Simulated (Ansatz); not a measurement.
Cd(Me)(SiH3) (CH6CdSi), SMILES [SiH3][Cd][CH3].

The structure is a stationary point at B3LYP-D3(BJ)/def2-SVP. The structure was generated by enumeration; whether it is a known compound was not checked. The def2 effective core potentials stand for the cores of Cd; spin–orbit coupling is left out.

Two levels are set side by side: PBE/def2-SVPD (Ansatz, a program for electronic structure) and PBE0/def2-SVPD (Ansatz). Energy differences of separate SCF runs at the same geometry; the states with an electron removed or added have multiplicity 2 and 2. Differences are taken from unrounded values.

| quantity | PBE0 | PBE | PBE minus PBE0 |
|---|---|---|---|
| vertical ionisation energy (eV) | 8.64 | 8.53 | -0.10 |
| vertical singlet–triplet gap (eV) | 4.36 | 4.21 | -0.14 |
